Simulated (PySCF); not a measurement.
CH4OSe, SMILES OC[SeH], singlet (B3LYP/def2-SVP optimised geometry):

```
7

O      0.959    -0.642     0.000
C     -0.427    -0.642     0.000
Se    -1.266     1.172     0.000
H      1.266    -0.135    -0.766
H     -0.880    -1.125    -0.886
H     -0.764    -1.172     0.900
H     -0.696     1.556     1.307
```

Level of theory: B3LYP/def2-TZVP (PySCF).

Question: What are the frontier orbital energies and the dipole moment?

Answer: HOMO-2 -9.18 eV, HOMO-1 -7.85 eV, HOMO -6.59 eV, LUMO -0.39 eV, LUMO+1 0.54 eV; dipole moment 0.75 D.

Meta-Löwdin charges at B3LYP/def2-TZVP: O1 -0.51, C2 -0.05, Se3 -0.07, H4 0.34, H5 0.10, H6 0.13, H7 0.06.
